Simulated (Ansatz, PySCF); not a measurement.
methyl(methylsilylmethoxy)silane (C3H12OSi2), SMILES C(O[SiH2]C)[SiH2]C. Atoms are numbered in the order given.

```xyz
18

C     -2.9507     0.6047    -0.4189
Si    -1.9097    -0.9128    -0.8061
C     -0.2984    -0.8366     0.2030
O      0.3350     0.4033    -0.0965
Si     1.7264     0.9375     0.6682
C      3.1943    -0.1692     0.2874
H     -2.3477     1.5097    -0.5921
H     -3.8511     0.6566    -1.0507
H     -3.2697     0.6028     0.6358
H     -1.5653    -0.9584    -2.2579
H     -2.6318    -2.1751    -0.4525
H     -0.5271    -0.9171     1.2857
H      0.3567    -1.6960    -0.0420
H      1.9551     2.3161     0.1594
H      1.4970     0.9725     2.1476
H      4.1073     0.2235     0.7651
H      3.3718    -0.2237    -0.7986
H      3.0346    -1.1933     0.6618
```

Geometry: B3LYP-D3(BJ)/def2-SVP. The values are those of a single conformer.

Two levels are set side by side: PBE-D3(BJ)/def2-SVP (Ansatz, a program for electronic structure) and B3LYP-D3(BJ)/def2-SVP (Ansatz). Each level has its own optimised geometry; the coordinates shown are those of the second. Frequencies come from the Hessian of PySCF at each geometry. Differences are taken from unrounded values.

```tsv
quantity	B3LYP-D3(BJ)
mean bond length (Å)	1.386
bond C1–Si2 (Å)	1.880
bond Si2–C3 (Å)	1.903
bond C3–O4 (Å)	1.424
bond O4–Si5 (Å)	1.675
bond Si5–C6 (Å)	1.877
bond C1–H7 (Å)	1.101
bond C1–H8 (Å)	1.101
bond C1–H9 (Å)	1.102
bond Si2–H10 (Å)	1.493
bond Si2–H11 (Å)	1.497
bond C3–H12 (Å)	1.110
bond C3–H13 (Å)	1.108
bond Si5–H14 (Å)	1.487
bond Si5–H15 (Å)	1.497
bond C6–H16 (Å)	1.103
bond C6–H17 (Å)	1.102
highest harmonic wavenumber (cm⁻¹)	3133
mean harmonic wavenumber (cm⁻¹)	1274
zero-point energy (kcal/mol)	87.42
```

Problem. What does PBE-D3(BJ) give, and how far is it from B3LYP-D3(BJ)? (Estimate from the structure and the level; the computed values follow.)

Solution. 
| quantity | PBE-D3(BJ) | PBE-D3(BJ) minus B3LYP-D3(BJ) |
|---|---|---|
| mean bond length (Å) | 1.395 | 0.009 |
| bond C1–Si2 (Å) | 1.886 | 0.005 |
| bond Si2–C3 (Å) | 1.911 | 0.008 |
| bond C3–O4 (Å) | 1.429 | 0.004 |
| bond O4–Si5 (Å) | 1.690 | 0.015 |
| bond Si5–C6 (Å) | 1.882 | 0.005 |
| bond C1–H7 (Å) | 1.109 | 0.007 |
| bond C1–H8 (Å) | 1.108 | 0.007 |
| bond C1–H9 (Å) | 1.109 | 0.007 |
| bond Si2–H10 (Å) | 1.506 | 0.013 |
| bond Si2–H11 (Å) | 1.510 | 0.013 |
| bond C3–H12 (Å) | 1.119 | 0.009 |
| bond C3–H13 (Å) | 1.117 | 0.009 |
| bond Si5–H14 (Å) | 1.500 | 0.013 |
| bond Si5–H15 (Å) | 1.512 | 0.014 |
| bond C6–H16 (Å) | 1.110 | 0.007 |
| bond C6–H17 (Å) | 1.109 | 0.007 |
| highest harmonic wavenumber (cm⁻¹) | 3087 | -46 |
| mean harmonic wavenumber (cm⁻¹) | 1239 | -35 |
| zero-point energy (kcal/mol) | 85.01 | -2.41 |

Exact exchange shortens and stiffens bonds; PBE has none. Differences between two approximate levels are no errors against the true value.
